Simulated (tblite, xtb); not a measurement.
neopentasilane (H12Si5), singlet, geometry from GFN2-xTB. Base run: GFN1-xTB in xtb.

Here is a job for xtb.
```
$ xtb mol.xyz --gfn 1 --json

# file mol.xyz
17

Si    -0.39987379    -0.88118962    -2.13497317
Si     0.00008728     0.00003811    -0.00007686
Si    -0.01936908     2.34160751    -0.10489889
Si    -1.67154749    -0.72989766     1.47203667
Si     2.09073072    -0.73054627     0.76788792
H     -1.68998104    -0.45654750    -2.68313463
H     -0.41130091    -2.34577006    -2.14253522
H      0.61550825    -0.47256910    -3.10822246
H      0.23433488     2.96233684     1.19721786
H     -1.30379917     2.87015447    -0.56972258
H      0.99732510     2.86932833    -1.01760325
H     -3.00679306    -0.28341603     1.06836245
H     -1.73661000    -2.19012134     1.56527369
H     -1.46866158    -0.23902180     2.83697536
H      2.17817573    -2.19028969     0.84962613
H      3.18787523    -0.30048259    -0.10188489
H      2.40353971    -0.22377048     2.10598823
```

Programs used: tblite, xtb; a row that names a program was run with it.

The base run was repeated with changes; each row names its change, and settings that it needs were set with it.

| change | ΔE vs base (mEh) | HOMO-LUMO gap (eV) | G_solv (kcal/mol) | SCF cycles |
|---|---|---|---|---|
| base | 0.000 | 3.73 | - | 10 |
| alpb = dmf | (withheld) | 3.73 | (withheld) | 10 |
| program = tblite; method = gfn1 | 0.000 | - | - | - |
| gbsa = acetonitrile | -2.604 | 3.74 | -1.64 | 10 |
| acc = 1000 | 0.001 | 3.73 | - | 6 |
| program = tblite; method = gfn1; option = --spin-polarized | 0.000 | - | - | - |
| acc = 0.0001 | 0.000 | 3.73 | - | 14 |
| etemp = 5000 | -2.716 | 3.74 | - | 10 |
| alpb = chcl3 | (withheld) | 3.73 | (withheld) | 10 |
| program = tblite; method = gfn1; option = (--alpb, water) | 0.735 | - | - | - |

Problem. Some entries are withheld; supply them.

Solution. 
- alpb = dmf, ΔE vs base (mEh): -5.128
- alpb = dmf, G_solv (kcal/mol): -3.22
- alpb = chcl3, ΔE vs base (mEh): -6.918
- alpb = chcl3, G_solv (kcal/mol): -4.34

ALPB and GBSA are two models with their own fitted parameters for each solvent, which aren't always the measured dielectric constant.
